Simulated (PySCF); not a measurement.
C6H8N2.
SMILES with atom numbers: `[N:1]#[C:2][CH2:3][C@H:4]1[CH:5]=[N:6][CH2:7][CH2:8]1` (hydrogens: H9, H10 on C3; H11 on C4; H12 on C5; H13, H14 on C7; H15, H16 on C8)

Geometry (PBE0-D3(BJ)/def2-SVP, Å), atoms numbered from 1 in this order:
```xyz
16
C6H8N2 angstrom
N     -3.1870    0.8292   -1.4661
C     -2.5004    0.3184   -0.6870
C     -1.6054   -0.3037    0.2805
C     -0.2481    0.4114    0.3741
C      0.6533   -0.2683    1.3800
N      1.7449   -0.7417    0.9461
C      1.8500   -0.4784   -0.4792
C      0.6087    0.3396   -0.9039
H     -1.4593   -1.3579   -0.0084
H     -2.1076   -0.3113    1.2619
H     -0.4382    1.4532    0.6835
H      0.3772   -0.3668    2.4393
H      2.7963    0.0517   -0.6730
H      1.9349   -1.4430   -1.0070
H      0.0615   -0.1327   -1.7330
H      0.8859    1.3454   -1.2471
```

Linear response at CAM-B3LYP/def2-SVPD (PySCF, frozen core in the response, non-relativistic). Isolated species at its PBE0-D3(BJ)/def2-SVP geometry (one conformer only).

Static isotropic polarisability: 76.87 au (11.39 Å³), principal values 60.2, 76.2, 94.1 au.

What is the polarisability at 1064 nm and at the sodium D line?

77.42 au at 1064 nm (+0.7 %), 78.72 au at 589.3 nm (+2.4 %). The rise at 589.3 nm is 3.35 times that at 1064 nm; a pure ω² law gives 3.26. The lowest singlet lies at 231 nm, shorter than both wavelengths.

What is the isotropic C6 coefficient between two such molecules, C6 = (3/π)∫α(iω)² dω?

2596 au (Eh·bohr⁶) by a ten-point quadrature over imaginary frequencies, which is 1550 eV·Å⁶ or 150 J·nm⁶/mol.

Which effective excitation energy ω̄ makes London's formula C6 = (3/4)α²ω̄ exact here?

ω̄ = 4·C6/(3α²) = 0.586 Eh = 15.9 eV. A one-pole form α(ω) = α/(1 − ω²/ω̄²) fitted to the 1064 nm value gives 13.8 eV.

The lowest 6 singlets have (eV, f): 5.37, 0.002; 7.36, 0.176; 7.40, 0.055; 7.63, 0.001; 7.84, 0.003; 7.96, 0.002. What share of the static polarisability do they carry in the sum over states α = Σ f/ω²?

3.28 au, 4.3 % of α; the largest term, 2.40 au, is that of the state at 7.36 eV. Their oscillator strengths add up to 0.24. Higher states carry the rest.

What three-body coefficient follows from the one-pole estimate C9 = (3/4)·α·C6?

150000 au. This is an estimate from the two numbers above, not a computed integral.

How anisotropic is the static polarisability, by Δα² = ½[(α1 − α2)² + (α2 − α3)² + (α3 − α1)²]?

Δα = 29.4 au, or 0.38 of the isotropic value.
